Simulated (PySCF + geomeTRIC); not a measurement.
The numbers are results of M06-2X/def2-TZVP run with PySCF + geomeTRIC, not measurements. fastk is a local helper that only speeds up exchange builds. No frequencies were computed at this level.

```python
import json, numpy as np
from pyscf import gto, dft
from fastk import lowrank_exchange
atoms = """
B     -0.927391     1.268310     0.973067
C     -0.732295     0.076471     0.003420
C     -1.637612    -0.905676    -0.078327
C      0.499261     0.013339    -0.867891
C      1.733859    -0.310173    -0.026656
H     -1.834263     1.272954     1.711026
H     -0.186864     2.173870     0.962552
H     -2.522795    -0.911518     0.535922
H     -1.535124    -1.734480    -0.765241
H      0.381816    -0.747742    -1.643553
H      0.645601     0.979186    -1.356505
H      1.620426    -1.280675     0.452425
H      1.869920     0.439644     0.749160
H      2.625459    -0.333509    -0.649401
"""
def scf(charge, spin, dm0=None):
    mol = gto.M(atom=atoms, basis='def2-tzvp', ecp={}, charge=charge, spin=spin, verbose=3, max_memory=5040)
    mf = dft.KS(mol, xc='m062x').density_fit(auxbasis="def2-universal-jkfit")
    mf.grids.level = 4
    mf.conv_tol = 1e-8
    mf.max_cycle = 60
    mf.kernel(dm0)
    if not mf.converged:
        mf = mf.newton().run(mf.mo_coeff, mf.mo_occ).undo_soscf()
    return mf
mf = scf(0, 0)
from pyscf.geomopt.geometric_solver import kernel as optimize
path = []
done, mol = optimize(mf, maxsteps=80, assert_convergence=False, callback=lambda env: path.append((env["energy"], bool(env["g_scanner"].converged))))
res = dict(converged=bool(done and path[-1][1]), energy=path[-1][0], path=[e for e, c in path], xyz=mol.atom_coords(unit="Angstrom").tolist(), nao=mol.nao)
json.dump(res, open("result.json", "w"))
```

Output:

```
converged SCF energy = -182.619540970592
Geometry optimization cycle 1
converged SCF energy = -182.619540970416
cycle 1: E = -182.61954097  dE = -182.62  norm(grad) = 0.0240876
Geometry optimization cycle 2
converged SCF energy = -182.620157704096
cycle 2: E = -182.620157704  dE = -0.000616734  norm(grad) = 0.00947963
Geometry optimization cycle 3
converged SCF energy = -182.620602773548
cycle 3: E = -182.620602774  dE = -0.000445069  norm(grad) = 0.00302561
Geometry optimization cycle 4
converged SCF energy = -182.620631469352
cycle 4: E = -182.620631469  dE = -2.86958e-05  norm(grad) = 0.000992823
Geometry optimization cycle 5
converged SCF energy = -182.62064235564
cycle 5: E = -182.620642356  dE = -1.08863e-05  norm(grad) = 0.000634671
Geometry optimization cycle 6
converged SCF energy = -182.620650765411
cycle 6: E = -182.620650765  dE = -8.40977e-06  norm(grad) = 0.000575652
Geometry optimization cycle 7
converged SCF energy = -182.620656784951
cycle 7: E = -182.620656785  dE = -6.01954e-06  norm(grad) = 0.00080726
Geometry optimization cycle 8
converged SCF energy = -182.620658333869
cycle 8: E = -182.620658334  dE = -1.54892e-06  norm(grad) = 0.000388157
Geometry optimization cycle 9
converged SCF energy = -182.620658955706
cycle 9: E = -182.620658956  dE = -6.21838e-07  norm(grad) = 9.81725e-05
Geometry optimization cycle 10
converged SCF energy = -182.620659063224
cycle 10: E = -182.620659063  dE = -1.07517e-07  norm(grad) = 6.5216e-05
<class 'geometric.internal.Distance'> : 13
<class 'geometric.internal.Angle'> : 18
<class 'geometric.internal.OutOfPlane'> : 3
<class 'geometric.internal.Dihedral'> : 23
<class 'geometric.internal.TranslationX'> : 1
<class 'geometric.internal.TranslationY'> : 1
<class 'geometric.internal.TranslationZ'> : 1
<class 'geometric.internal.RotationA'> : 1
<class 'geometric.internal.RotationB'> : 1
<class 'geometric.internal.RotationC'> : 1
Step    0 : Gradient = 6.438e-03/1.302e-02 (rms/max) Energy = -182.6195409704
Step    1 : Displace = 6.836e-02/1.241e-01 (rms/max) Trust = 1.000e-01 (=) Grad = 2.534e-03/5.134e-03 (rms/max) E (change) = -182.6201577041 (-6.167e-04) Quality = 0.424
Step    2 : Displace = 3.525e-02/6.270e-02 (rms/max) Trust = 1.000e-01 (=) Grad = 8.086e-04/1.546e-03 (rms/max) E (change) = -182.6206027735 (-4.451e-04) Quality = 0.840
Step    3 : Displace = 6.189e-03/1.215e-02 (rms/max) Trust = 1.414e-01 (+) Grad = 2.653e-04/4.853e-04 (rms/max) E (change) = -182.6206314694 (-2.870e-05) Quality = 0.850
Step    4 : Displace = 6.909e-03/1.194e-02 (rms/max) Trust = 2.000e-01 (+) Grad = 1.696e-04/2.729e-04 (rms/max) E (change) = -182.6206423556 (-1.089e-05) Quality = 1.186
Step    5 : Displace = 8.749e-03/1.786e-02 (rms/max) Trust = 2.828e-01 (+) Grad = 1.538e-04/2.573e-04 (rms/max) E (change) = -182.6206507654 (-8.410e-06) Quality = 1.395
Step    6 : Displace = 1.484e-02/3.015e-02 (rms/max) Trust = 3.000e-01 (+) Grad = 2.157e-04/4.130e-04 (rms/max) E (change) = -182.6206567850 (-6.020e-06) Quality = 0.874
Step    7 : Displace = 3.435e-03/5.787e-03 (rms/max) Trust = 3.000e-01 (=) Grad = 1.037e-04/1.716e-04 (rms/max) E (change) = -182.6206583339 (-1.549e-06) Quality = 0.752
Step    8 : Displace = 1.362e-03/2.872e-03 (rms/max) Trust = 3.000e-01 (=) Grad = 2.624e-05/4.524e-05 (rms/max) E (change) = -182.6206589557 (-6.218e-07) Quality = 1.172
Step    9 : Displace = 6.071e-04/1.281e-03 (rms/max) Trust = 3.000e-01 (=) Grad = 1.743e-05/3.134e-05 (rms/max) E (change) = -182.6206590632 (-1.075e-07) Quality = 0.941
Converged! =D
```

Cost: roughly 12 core-minutes.
